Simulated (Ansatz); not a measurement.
W₂O₄⁺, 6 atoms. Hardware: 4 threads of Arm Neoverse V2 on a shared host.

In the def2 sets W takes a core potential; there is no spin–orbit coupling. Correlated methods freeze 4 core orbitals; core or outer-core shells of W are correlated, in sets that lack core-valence functions. In CCSD on the charge 1 doublet the largest single amplitude is 0.17, so its Hartree–Fock determinant may place the open shell otherwise than the density functionals do.

**Question.** How many basis functions does each of these Ansatz runs have, and roughly what does it cost? PBE0-D4/def2-TZVP, charge 1 doublet, energy, from earlier orbitals; PBE-D4/def2-SVP, charge 1 doublet, energy with a search over starts; HSE06-D4/def2-TZVP, charge 1 doublet, energy, from earlier orbitals; B2PLYP/def2-TZVP, charge 1 doublet, energy, from earlier orbitals; r2SCAN-D4/def2-TZVP, charge 1 doublet, energy, from earlier orbitals; PBE0-D4/def2-SVP, charge 1 doublet, energy, from earlier orbitals; PBE-D4/def2-SVP, charge 1 doublet, energy, from earlier orbitals; PBE-D4/def2-TZVP, charge 1 doublet, energy and forces, from earlier orbitals; MP2/def2-TZVP, charge 1 doublet, energy, from earlier orbitals; ωB97M-V/def2-TZVP, charge 1 doublet, energy, from earlier orbitals; r2SCAN-D4/def2-SVP, charge 1 doublet, relaxation, 11 steps; CCSD(T)/def2-SVP, charge 1 doublet, energy, from earlier orbitals.

**Answer.** Other jobs shared the machine, so times can vary by a factor of up to 3. A dash marks memory too small to be measured apart from the calling script's.

| run | functions | fitting or Cholesky vectors | wall time | peak host memory (GiB) |
| --- | --- | --- | --- | --- |
| PBE-D4/def2-SVP, charge 1 doublet, energy, from earlier orbitals | 120 | 1186 | 2.7 s | – |
| PBE0-D4/def2-SVP, charge 1 doublet, energy, from earlier orbitals | 120 | 1138 | 3.8 s | – |
| PBE-D4/def2-TZVP, charge 1 doublet, energy and forces, from earlier orbitals | 204 | 1252 | 5 s | – |
| PBE-D4/def2-SVP, charge 1 doublet, energy with a search over starts | 120 | 1186 | 6.5 s | – |
| MP2/def2-TZVP, charge 1 doublet, energy, from earlier orbitals | 204 | 1556 | 7 s | 0.59 |
| HSE06-D4/def2-TZVP, charge 1 doublet, energy, from earlier orbitals | 204 | 1404 | 7.5 s | 0.8 |
| PBE0-D4/def2-TZVP, charge 1 doublet, energy, from earlier orbitals | 204 | 1404 | 8 s | 0.76 |
| B2PLYP/def2-TZVP, charge 1 doublet, energy, from earlier orbitals | 204 | 1556 | 11 s | 0.67 |
| r2SCAN-D4/def2-TZVP, charge 1 doublet, energy, from earlier orbitals | 204 | 1252 | 13 s | – |
| r2SCAN-D4/def2-SVP, charge 1 doublet, relaxation, 11 steps | 120 | 1186 | 50 s | – |
| ωB97M-V/def2-TZVP, charge 1 doublet, energy, from earlier orbitals | 204 | 1340 | 62 s | 1.5 |
| CCSD(T)/def2-SVP, charge 1 doublet, energy, from earlier orbitals | 120 | 1138 | 2.4 min | 2.5 |
